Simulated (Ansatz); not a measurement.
Species: Si$_{2}$H$_{3}$, charge 0, doublet. Si2H3 (SMILES [SiH][SiH2], doublet).
B3LYP-D3(BJ)/def2-TZVP minimum from Ansatz (a quantum-chemistry and plane-wave program):
```xyz
5

Si     1.1161    -0.5408    -0.0117
Si    -0.9794     0.3817     0.0185
H      1.6917     0.8646     0.1007
H     -1.3798     1.7919    -0.2380
H     -2.2258    -0.4283     0.0422
```
Charge 0, spin multiplicity 2.

Total energies in hartree (Ansatz). Radicals and triplets start from unrestricted determinants; spin-orbit coupling is neglected. Cores are frozen in correlated methods. No relativity. Where a partner has so few electrons that a lower coupled-cluster level is exact, that level stands in. The UHF reference of H3Si2 ([SiH][SiH2], doublet) is spin-contaminated (<S^2> up to 0.19 over the pure value in the sets run).

```csv
species,HF/cc-pV(T+d)Z,CCSD(T)/cc-pV(T+d)Z,HF/cc-pV(Q+d)Z,CCSD(T)/cc-pV(Q+d)Z,CCSDT(Q)/cc-pV(T+d)Z
"1: Si2H3 (SMILES [SiH][SiH2], doublet)",-579.54665,-579.80926,-579.55235,-579.82776,-579.81187
2: Si (triplet),-288.85649,-288.93344,-288.85845,-288.93781,-288.93426
3: H (doublet),-0.49981,-0.49981,-0.49995,-0.49995,-0.49981
```

### Question
Work out the atomisation energy (electronic, to ground-state atoms) in kcal/mol: take Hartree-Fock from cc-pV(Q+d)Z, extrapolate the CCSD(T) correlation energy as X^-3 (X = 3, 4), and add CCSDT(Q) - CCSD(T) in cc-pV(T+d)Z. 1 hartree = 627.51 kcal/mol.

### Answer

Species 1: correlation (64·(-0.27541) - 27·(-0.26261))/37 = -0.28475; step -0.00261; E1 = -579.55235 + (-0.28475) + (-0.00261) = -579.83971
Species 2: correlation (64·(-0.07936) - 27·(-0.07695))/37 = -0.08112; step -0.00082; E2 = -288.85845 + (-0.08112) + (-0.00082) = -288.94039
Species 3: correlation (64·(0.00000) - 27·(0.00000))/37 = 0.00000; step +0.00000; E3 = -0.49995 + (0.00000) + (+0.00000) = -0.49995
-1·E1 +2·E2 +3·E3 = 0.45908 hartree = 288.1 kcal/mol.
